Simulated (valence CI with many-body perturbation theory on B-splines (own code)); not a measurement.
**Pt38+: fill in the table**

Calculated by valence CI with perturbative core correlation (CI+MBPT): four valence electrons over a frozen Dirac-Fock core [Kr], a basis of 9 s, 9 p, 10 d, 8 f, 5 g, 3 h, 1 i functions for each j, with the one-electron correlation potential Σ1 (screened to all orders), the two-electron term Σ2, the three-electron term Σ3, Breit, model QED; selected single and double excitations, second order for the rest (own B-spline code, finite nucleus).

The last digits are not significant, and no measured levels were compared; by estimate large intervals hold to a few tenths of a per cent, small ones and those within an open d or f shell to about a per cent. Only levels of the ground parity were solved; by the run's estimate the other parity begins above the list, which can be wrong where configurations are misplaced.

```tsv
Level	E (eV)
(4d3/2^4) J=0	0.000
(4d3/2^3 4d5/2) J=1	?
(4d3/2^3 4d5/2) J=4	25.560
(4d3/2^3 4d5/2) J=2	26.155
(4d3/2^3 4d5/2) J=3	?
(4d3/2^2 4d5/2^2) J=0 [a]	44.229
(4d3/2^2 4d5/2^2) J=2 [a]	44.658
(4d3/2^2 4d5/2^2) J=4 [a]	45.634
(4d3/2^2 4d5/2^2) J=3 [a]	46.156
(4d3/2^2 4d5/2^2) J=5	48.168
(4d3/2^2 4d5/2^2) J=1	49.665
(4d3/2^2 4d5/2^2) J=6	?
(4d3/2^2 4d5/2^2) J=3 [b]	?
(4d3/2^2 4d5/2^2) J=4 [b]	?
(4d3/2^2 4d5/2^2) J=2 [b]	?
(4d3/2^2 4d5/2^2) J=2 [c]	57.255
(4d3/2^2 4d5/2^2) J=4 [c]	59.076
(4d3/2^2 4d5/2^2) J=2 [d]	63.885
(4d3/2^2 4d5/2^2) J=0 [b]	69.756
(4d3/2 4d5/2^3) J=4 [a]	69.941
```

Levels are named by their leading jj configuration (3d3/2^4 stands for four electrons in 3d with j = 3/2), which in mixed levels can hold well under half, so a name can repeat and another be missing. Letters in brackets count levels of one name in rising energy.

Task: The levels stand in rising order. What does the calculation give for the missing energies?

Result: (4d3/2^3 4d5/2) J=1 20.224; (4d3/2^3 4d5/2) J=3 27.602; (4d3/2^2 4d5/2^2) J=6 49.675; (4d3/2^2 4d5/2^2) J=3 [b] 51.288; (4d3/2^2 4d5/2^2) J=4 [b] 51.599; (4d3/2^2 4d5/2^2) J=2 [b] 52.100.
